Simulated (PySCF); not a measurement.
## Where the electron goes

SbSbSbSb tetrahedron, Sb4.
Geometry (PBE0-D3(BJ)/def2-SVP, Å), atoms numbered from 1 in this order:
```xyz
4
Sb4 angstrom
Sb    -1.4410    0.5446   -0.7469
Sb    -0.3680   -1.1291    1.2677
Sb     0.9005    1.3222    0.6425
Sb     0.9919   -0.8282   -1.1937
```

Computed with TDDFT wB97X-D/def2-SVPD, vertical, gas phase, core orbitals frozen in the response, def2 core potentials past Kr (PySCF). Spin–orbit coupling is left out.

Kohn–Sham orbitals with the atoms that hold most of them (Löwdin shares over 4%, at most four atoms):

```
orbital  ε (eV)                               atoms
 HOMO-3   -8.63  Sb2 27%, Sb3 25%, Sb1 24%, Sb4 24%
 HOMO-2   -8.62  Sb4 28%, Sb2 25%, Sb3 24%, Sb1 24%
 HOMO-1   -7.75  Sb3 25%, Sb2 25%, Sb1 25%, Sb4 25%
   HOMO   -7.75  Sb1 25%, Sb3 25%, Sb2 25%, Sb4 25%
   LUMO    0.10           Sb1 37%, Sb3 36%, Sb2 24%
 LUMO+1    0.11  Sb4 34%, Sb1 27%, Sb3 26%, Sb2 13%
 LUMO+2    0.11  Sb2 37%, Sb4 37%, Sb3 14%, Sb1 12%
```

Within 0.005 eV of a neighbour in this list lie HOMO-3/HOMO-2, HOMO-1/HOMO and LUMO/LUMO+1/LUMO+2 (point group found: Td); within a degenerate set the shares of single atoms can hang on how the components are chosen.

Question: How does S1 compare with the orbital gap of 7.86 eV?

Answer: S1 is at 3.56 eV (f = 0.0000), 4.29 eV below the gap, made of HOMO-1/HOMO→LUMO/LUMO+1/LUMO+2 (≥87%). S1/S2/S3 lie within about 0.01 eV of each other. Without the coupling terms of the response equations the lowest excitation would equal the gap.

Next come S2 at 3.56 eV (f 0.0000), HOMO-1/HOMO→LUMO/LUMO+1/LUMO+2 (≥87%); S3 at 3.57 eV (f 0.0000), HOMO-1/HOMO→LUMO/LUMO+1/LUMO+2 (≥79%); S4 at 3.85 eV (f 0.0000), HOMO-1/HOMO→LUMO+3 (≥57%), HOMO-1/HOMO→LUMO+4 (≥18%); S5 at 3.85 eV (f 0.0000), HOMO-1/HOMO→LUMO+4 (≥54%), HOMO-1/HOMO→LUMO+5 (≥23%).

Orbitals of the list HOMO-3 to LUMO+2 that lie within 0.01 eV of each other are written together with a slash and their weights summed (≥ marks a lower bound); for degenerate orbitals outside that list single weights are arbitrary.

Löwdin shares depend on the basis, the more so with diffuse functions.

Time: 37 s (with the writing of density and orbital grids); peak memory 0.75 GiB. Hardware: Arm Neoverse V2, one thread (shared host).
